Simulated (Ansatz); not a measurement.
Geometry optimisation, RKS PBE-D4/def2-SVP (Ansatz 0.2.0).

Input:

```yaml
crystal:
  periodic: [false, false, false]
  atoms:
    - { symbol: Al, position_ang: [-0.332203, -0.305284, 0.178641] }
    - { symbol: Cl, position_ang: [-0.355062, -0.341111, 2.369312] }
    - { symbol: O, position_ang: [1.089621, -0.72919, -0.633504] }
    - { symbol: Si, position_ang: [2.431667, -1.448847, -1.325869] }
    - { symbol: H, position_ang: [2.002648, -2.629888, -2.15745] }
    - { symbol: H, position_ang: [3.115731, -0.441528, -2.215098] }
    - { symbol: H, position_ang: [3.381249, -1.917252, -0.256541] }
    - { symbol: Cl, position_ang: [-2.10306, 0.076494, -0.871201] }
    - { symbol: H, position_ang: [0.145338, 2.369518, 0.633117] }
    - { symbol: H, position_ang: [0.089471, 1.905889, 1.188493] }
basis:
  gaussian: { orbitals: def2-SVP }
hamiltonian:
  xc: pbe
  dispersion: d4
relax:
  f_tol: 0.03
  max_steps: 50
output:
  orbitals: {}
```

Launched with:

```bash
$ ansatz run input.yaml --threads 4 --pin off --max-ram 5120MiB --backend cpu --events-out ev --progress --plain --runs-dir out
```

**Question.** Where does it end, and by what steps?

**Answer.** The forces met the threshold. The force dipped under the threshold on the way, but the program's further checks kept it going. After 8 steps the energy has fallen by 0.183 eV; H9 moved furthest, 0.58 Å.

| step | energy less start (eV) | largest force component (eV/Å) | accepted |
| --- | --- | --- | --- |
| 0 | 0.0000 | 1.503 | yes |
| 1 | -0.1204 | 0.492 | yes |
| 2 | -0.1491 | 0.636 | yes |
| 3 | -0.1759 | 0.158 | yes |
| 4 | -0.1809 | 0.126 | yes |
| 5 | -0.1817 | 0.049 | yes |
| 6 | -0.1823 | 0.026 | yes |
| 7 | -0.1409 | 1.106 | no |
| 8 | -0.1825 | 0.017 | yes |

```xyz
10
Properties=species:S:1:pos:R:3
Al -0.340 -0.235 0.323
Cl -0.446 -0.507 2.409
O 1.061 -0.684 -0.516
Si 2.388 -1.351 -1.264
H 1.966 -2.482 -2.163
H 3.079 -0.299 -2.090
H 3.355 -1.877 -0.238
Cl -2.086 0.223 -0.753
H 0.167 1.956 0.228
H 0.321 1.795 0.973
```

Whether the end is a true minimum wasn't checked by a vibrational analysis.

Time of the run: 12 s on 4 threads of Arm Neoverse V1, on a shared host, peak memory 0.17 GiB.
